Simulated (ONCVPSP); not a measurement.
## Cutoff test, cadmium, ONCV

- Element: Cd (Z = 48)
- Generator: ONCVPSP 4.0.1
- Type: optimised norm-conserving Vanderbilt (ONCV)
- Functional: LDA (Perdew-Wang 92)
- Relativity: scalar-relativistic
- Frozen core: [Kr]
- Valence charge: 12
- Reference configuration: 4d10 5s2
- Partial waves: 5s: rc 1.90 bohr, ncon 4, nbas 7, qcut 3.6 1/bohr, 3 projectors, debl 3.5 Ha; p scattering state at 0.35 Ha: rc 1.80 bohr, ncon 4, nbas 8, qcut 4.2 1/bohr, 2 projectors, debl 2.9 Ha; 4d: rc 1.70 bohr, ncon 4, nbas 7, qcut 7.5 1/bohr, local
- Local potential: the d channel
- Core correction: Teter function, fcfact 3, rcfact 1.7

Task: For each optimised wave give the share of its norm inside rc, the residual kinetic energy above qcut (Ha) and the cutoffs (Ha) for errors of 10, 1, 0.1 and 0.01 mHa per electron.

Result:

| wave | norm inside rc | residual KE | 10 mHa | 1 mHa | 0.1 mHa | 0.01 mHa |
| --- | --- | --- | --- | --- | --- | --- |
| 5s | 0.176 | 6.2e-04 | 3.0 | 5.1 | 30.1 | 38.6 |
| s projector 2 | 0.119 | 5.4e-02 | 32.4 | 46.2 | 54.3 | 83.6 |
| s projector 3 | 0.101 | 5.3e-01 | 20.8 | 47.2 | 61.5 | 68.3 |
| p projector 1 | 0.052 | 3.9e-03 | 1.7 | 37.6 | 62.2 | 84.8 |
| p projector 2 | 0.124 | 5.9e-02 | 13.9 | 70.7 | 85.1 | 111.5 |
| 4d | 0.800 | 2.6e-04 | 21.3 | 25.6 | 39.1 | 62.4 |

The occupied waves need 26 Ha and 39 Ha for 1 and 0.1 mHa. The cutoffs count occupied waves only; projector 2 of the p channel, the hardest unoccupied one, needs 71 Ha at the loose tolerance. Note: ghosts flagged at negative energy: s at -1313.4 eV, p at -556.3 eV; GHOST(+) flagged for p at 2.80 eV, s at 121.2 eV, s at 480.0 eV. A true bound ghost makes a file unfit for plane-wave use.
